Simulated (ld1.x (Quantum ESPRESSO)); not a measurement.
**Logarithmic derivatives: Rb, TM**

* Element: rubidium (Rb)
* Generator: ld1.x (Quantum ESPRESSO) 7.5
* Type: norm-conserving Troullier–Martins (Kleinman–Bylander form)
* Functional: LDA (PZ)
* Relativity: non-relativistic
* Frozen core: [Ar] 3d10 4s2
* Valence charge: 7
* Reference configuration: 4p6 5s1 5p0
* Partial waves: 4p (bound): rc 2.45 bohr; 4d channel at 0.3 Ry: rc 3.25 bohr; 5s (bound): rc 4.20 bohr
* Local potential: the s channel
* Core correction: a·sin(br)/r model core inside 2.15 bohr

The phase is arctan(r·u′/u) with u = r·R(r), unwrapped; energies in Ry, scanned from -3 to 5 Ry. A pole is an energy at which the radial function vanishes at the test radius. The pseudo phase is shifted by a multiple of π to meet the all-electron one at the reference energy, and phase errors are pseudo minus all-electron; the curves can meet again beyond the range given. Levels narrower than the energy grid can be missing from the lists of poles. n/a: not evaluated, since a narrow level or a reset projector energy made the automatic matching unsafe.

```csv
channel,radius (bohr),reference energy (Ry),"poles, all-electron","poles, pseudo",unbroken range about the reference energy with phases within 0.05 rad,phase error 1 Ry above the reference energy (rad)
s,4.57,-0.17,"0.48, 3.25","0.44, 2.16, 4.50",n/a,n/a
p,4.57,-1.18,"-1.17, 0.96, 3.84","-1.17, 1.42",below -0.3,+0.079
d,4.57,0.30,"0.30, 2.05","0.30, 2.48",0.1 to 0.7,+0.217
```

Phases in the s channel:

```tsv
E (Ry)	all-electron	pseudo
-3.00	1.437	-1.705
-2.52	1.421	-1.719
-2.04	-1.736	-1.739
-1.56	-1.768	-1.770
-1.08	-1.825	-1.827
-0.60	-1.987	-1.989
-0.12	-3.703	-3.704
0.36	-4.662	-4.674
0.84	-4.830	-4.883
1.32	-5.066	-6.284
1.80	-6.968	-7.739
2.28	-7.672	-7.882
2.76	-7.793	-8.031
3.24	-7.853	-9.907
3.72	-7.902	-10.860
4.20	-7.965	-10.960
4.68	-8.111	-11.016
```
